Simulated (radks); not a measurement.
All-electron atom: Hg3+ in [Xe] 4f13 5d10 (not the ground configuration). All-electron calculation, scalar-relativistic Kohn-Sham, PBE, spin-unpolarised, spherical densities, point nucleus. Program: a radial shooting solver on a logarithmic mesh with Libxc functionals. Some entries of the table are withheld. Estimate them.

orbital,occ.,eigenvalue (Ry),<1/r> (bohr^-1),r(max) (bohr)
1s,2,-6117.751,97.67,0.01022
2s,2,-1087.228,22.90,0.05913
2p,6,-937.8424,20.28,0.04906
3s,2,-260.9065,8.489,0.1667
3p,6,-217.7570,7.720,0.1664
3d,10,-172.4057,7.258,0.1355
4s,2,-60.10981,3.653,0.3753
4p,6,-45.92105,3.296,0.3952
4d,10,(1),2.963,0.4017
5s,2,-11.54379,1.529,0.8202
4f,13,-10.49965,2.568,0.3639
5p,6,(2),1.308,0.9164
5d,10,-3.25031,0.9676,1.121

Answer. 
(1) 4d eigenvalue (Ry): -29.11442
(2) 5p eigenvalue (Ry): -7.64309
